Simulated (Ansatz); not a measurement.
Compare A (`O[SiH2][SiH]([SiH3])S`) with its isomer B (`O[SiH2]S[SiH2][SiH3]`).

Gas-phase electronic energies from Ansatz, PBE0-D4/def2-TZVP geometries. CCSD(T)/CBS adds triple-zeta CCSD(T) − MP2 to the extrapolated MP2 energy (def2 sets, frozen cores). Functionals use def2-TZVPP. B3LYP here is the variant with VWN-RPA as its local correlation; programs differ in this. Each species was taken in one conformer, which may not be the lowest.

Problem. Which is lower in electronic energy at CCSD(T)/CBS, and by how much? (Estimate.)

Solution. Computed: B, by 17.7 kcal/mol.

Problem. Give E(B) − E(A) in kcal/mol with CCSD(T)/def2-TZVPP, r2SCAN-D4, B3LYP, CCSD/def2-TZVPP, MP2/def2-TZVPP, PBE0-D4, HF/def2-TZVPP. (An estimate is asked.)

Solution. The calculation gave: CCSD(T)/def2-TZVPP -17.2, r2SCAN-D4 -17.2, B3LYP -16.4, CCSD/def2-TZVPP -17.2, MP2/def2-TZVPP -19.2, PBE0-D4 -16.0, HF/def2-TZVPP -18.8. None reverses the order clearly.

Largest T1 diagnostic: 0.013.

From PBE to PBE0 (25 % exact exchange), in def2-TZVPP and without D4, E(B) − E(A) moves by −1.0 kcal/mol.
